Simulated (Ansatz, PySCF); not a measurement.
Ge(H)(F)2(Me) (CH4F2Ge), SMILES [F][GeH]([F])[CH3]. Atoms are numbered in the order given.

```xyz
8

Ge     0.1292    -0.0391     0.2112
C     -1.7991    -0.1769     0.1281
F      0.8154    -1.1479    -0.9427
F      0.5991     1.5332    -0.3707
H      0.8548    -0.2650     1.5447
H     -2.1181    -1.1860     0.4276
H     -2.2591     0.5633     0.7990
H     -2.1274     0.0156    -0.9034
```

Coordinates come from a B3LYP-D3(BJ)/def2-SVP optimisation.

Two levels are set side by side: PBE-D3(BJ)/def2-SVP (Ansatz, a first-principles code) and B3LYP-D3(BJ)/def2-SVP (Ansatz). Each level has its own optimised geometry; the coordinates shown are those of the second. Frequencies come from the Hessian of PySCF at each geometry. Differences are taken from unrounded values.

```tsv
quantity	B3LYP-D3(BJ)	PBE-D3(BJ)	PBE-D3(BJ) minus B3LYP-D3(BJ)
mean bond length (Å)	1.464	1.473	0.009
bond Ge1–C2 (Å)	1.935	1.939	0.004
bond Ge1–F3 (Å)	1.741	1.753	0.012
bond Ge1–F4 (Å)	1.741	1.753	0.012
bond Ge1–H5 (Å)	1.535	1.547	0.012
bond C2–H6 (Å)	1.100	1.107	0.007
bond C2–H7 (Å)	1.100	1.107	0.007
bond C2–H8 (Å)	1.100	1.107	0.007
highest harmonic wavenumber (cm⁻¹)	3158	3111	-47
mean harmonic wavenumber (cm⁻¹)	1194	1162	-32
zero-point energy (kcal/mol)	30.72	29.90	-0.83
```

Exact exchange shortens and stiffens bonds; PBE has none. Differences between two approximate levels are no errors against the true value.
